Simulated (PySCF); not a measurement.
methylhydroxycarbene (C2H4O), SMILES C[C]O (connectivity only; charge and spin as stated), neutral, multiplicity 1. Atoms are numbered in the order given.

```xyz
7

C      0.1313    -1.1360     0.0000
C     -0.6615     0.1346     0.0000
O      0.1267     1.1740     0.0000
H      0.7837    -1.1579     0.8861
H     -0.4969    -2.0242     0.0000
H      0.7837    -1.1579    -0.8861
H      1.0965     0.9560     0.0000
```
Charge 0, spin multiplicity 1.

Geometry optimised at r2SCAN-D4/def2-TZVP. The geometry has at least one imaginary mode, so it is a saddle point at that level. The values are those of a single conformer.

Level of theory: TDDFT-PBE/def2-SVPD in PySCF 2.14.0.

Vertical excitations.  State labels are in the subgroup Cs.

| state | symmetry | energy (eV) | λ (nm) | f | main pairs |
|---|---|---|---|---|---|
| S1 | A" | 2.96 | 419 | 0.004 | HOMO→LUMO 101 % |
| S2 | A' | 4.69 | 265 | 0.108 | HOMO→LUMO+1 99 % |
| S3 | A' | 5.54 | 224 | 0.050 | HOMO→LUMO+2 99 % |
| S4 | A" | 6.50 | 191 | 0.073 | HOMO→LUMO+3 99 % |
| S5 | A' | 6.75 | 184 | 0.118 | HOMO→LUMO+4 99 % |
| S6 | A" | 6.80 | 182 | 0.000 | HOMO−1→LUMO 99 % |
| S7 | A' | 7.18 | 173 | 0.004 | HOMO→LUMO+5 96 % |
| S8 | A' | 7.39 | 168 | 0.031 | HOMO→LUMO+6 97 % |
| S9 | A' | 7.97 | 155 | 0.094 | HOMO−2→LUMO 85 % |
| S10 | A" | 8.15 | 152 | 0.007 | HOMO→LUMO+7 98 % |
| T1 | A" | 1.46 | 850 | 0 | HOMO→LUMO 99 % |
| T2 | A' | 3.99 | 311 | 0 | HOMO→LUMO+1 99 % |
| T3 | A' | 5.27 | 235 | 0 | HOMO→LUMO+2 99 % |
| T4 | A" | 6.32 | 196 | 0 | HOMO−1→LUMO 93 % |
Triplets are in the Tamm–Dancoff approximation, which puts them higher than full response would, so one can lie above its singlet here.
